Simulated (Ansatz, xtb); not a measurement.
Breaking the Sb1–H2 bond in stibine (SMILES [SbH3]) (multiplicity 1 held, fragments rigid). Energies count from the point at 1.714 Å.
Geometry at that point (charge 0, multiplicity 1):
```xyz
4

Sb     0.000    -0.001     0.054
H     -0.904    -1.083    -0.920
H     -0.498     1.336    -0.897
H      1.394    -0.225    -0.917
```

Restricted levels (R-, RO-) in cc, def2 and unpolarised 6-31G sets keep to the state of the molecule at rest. Active spaces are followed from a long bond inwards. Left out are points that failed, MP2 points that dive below the minimum, coupled-cluster points behind a jump of the amplitudes or a sharp parting from full CI or MRCI, small-basis points behind a change of solution, and semi-empirical points at long bonds. Levels need not reach the same state.

Cores are frozen in the correlated methods. Filled d and f shells under p-block atoms count as core.

Programs: Ansatz (an electronic-structure program) with Gaussian orbitals; xtb for the GFN methods.  In def2 rows elements past Kr take small-core potentials, without spin–orbit coupling. The GFN methods have no spin term and hold the electronic entropy of 300 K.

Energies in kcal/mol.

| R (Å) | GFN2-xTB | R-CCSDT(Q)/def2-SVP | CASSCF(2,2)/def2-SVP | SC-NEVPT2 on CASSCF(2,2)/def2-SVP | FIC-MRCISD on CASSCF(2,2)/def2-SVP | FIC-MRCISD+Q on CASSCF(2,2)/def2-SVP |
|---|---|---|---|---|---|---|
| 1.371 | 24.3 | 33.5 | 35.1 | 34.3 | 33.4 | 33.3 |
| 1.542 | 3.0 | 6.6 | 7.4 | 7.0 | 6.5 | 6.5 |
| 1.714 | 0.0 | 0.0 | 0.0 | 0.0 | 0.0 | 0.0 |
| 1.885 | 3.1 | 3.6 | 2.6 | 3.1 | 3.5 | 3.6 |
| 2.057 | 8.9 | 11.7 | 9.9 | 10.7 | 11.6 | 11.7 |
| 2.314 | 19.5 | 26.0 | 23.1 | 24.5 | 25.9 | 26.1 |
| 2.571 | 30.9 | 39.1 | 35.3 | 37.1 | 38.9 | 39.1 |
| 2.999 | 47.4 | 53.9 | 49.4 | 51.5 | 53.7 | 53.9 |
| 3.428 | 59.1 | 60.9 | 56.0 | 58.5 | 60.7 | 61.0 |
| 3.942 | 67.1 | 63.9 | 58.9 | 61.4 | 63.7 | 64.0 |
| 4.627 | left out | 64.9 | 59.7 | 62.3 | 64.7 | 65.0 |
| 5.484 | 71.5 | 65.0 | 59.9 | 62.5 | 64.9 | 65.2 |

Doubts at one or more of the structures used: a restricted determinant that unrestricted orbitals would lower (R-CCSDT(Q)/def2-SVP); other coupled-cluster roots lie near (R-CCSDT(Q)/def2-SVP); T1 above 0.05 (R-CCSDT(Q)/def2-SVP).
